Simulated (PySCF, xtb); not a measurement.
C3H8OSe, SMILES CC(C)[Se]O. One conformer was computed; it need not be the lowest.

Harmonic wavenumbers (cm⁻¹) from GFN2-xTB (xtb) at its own minimum, in rising order: 65, 160, 206, 232, 252, 268, 293, 420, 513, 574, 922, 941, 974, 986, 1025, 1140, 1160, 1211, 1291, 1404, 1415, 1481, 1486, 1493, 1498, 2930, 3010, 3014, 3021, 3025, 3031, 3035, 3557.

Problem. What does PBE-D3(BJ)/def2-SVP (PySCF) give at its own minimum? (Estimate from the structure and the level; the computed values follow.)

Solution. 65, 170, 236, 270, 279, 306, 383, 426, 517, 611, 877, 891, 926, 989, 1056, 1109, 1138, 1189, 1264, 1328, 1343, 1397, 1414, 1417, 1433, 2960, 2964, 2969, 3042, 3051, 3072, 3078, 3678. Paired by order, the mean absolute difference is 42 cm⁻¹ and the zero-point energies are 65.8 and 65.5 kcal/mol.
